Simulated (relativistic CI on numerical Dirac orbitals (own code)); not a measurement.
Method of calculation: Dirac-Coulomb-Breit CI, separate exchange-only KLI orbitals for each configuration, QED by a radiative potential, unscaled Slater integrals (own radial code, finite nucleus).

The strongest absorption lines from the ground level of an ion, among the configurations computed and to levels below about 353 eV (vacuum wavelength in Å, gf): 37.283 (0.59), 37.423 (0.67), 37.615 (0.75), 37.670 (0.86), 38.082 (0.81), 55.341 (18), 55.736 (9.1), 55.805 (13).

Q: Which ion is it?
A. Lu XXVII
B. Tm XXV
C. Tb XXI
D. Ho XXIII

A: B. Tm XXV has 45 electrons and the ground level 4s2 4p6 4d9 2D_5/2; the strongest line goes to 4s2 4p6 4d8 4f 2F°_7/2. The pattern of lines fixes the number of electrons, and along that sequence the line energies rise steadily with the charge (about as its square where n changes within one kind of shell, about linearly where n is kept but much faster in heavy ions where fine structure, which grows about as Z⁴, sets the gap, and irregularly where shells cross), which fixes Z. Configurations outside the model, such as inner-shell arrays, can give stronger lines. At this charge energies of transitions that change n are usually good to better than 1 %, and those within a shell (Δn = 0) to a few per cent.

LS names give the leading component of a level, which can be under half, so a name can repeat, a term be missing and a line seem to break the LS rules.
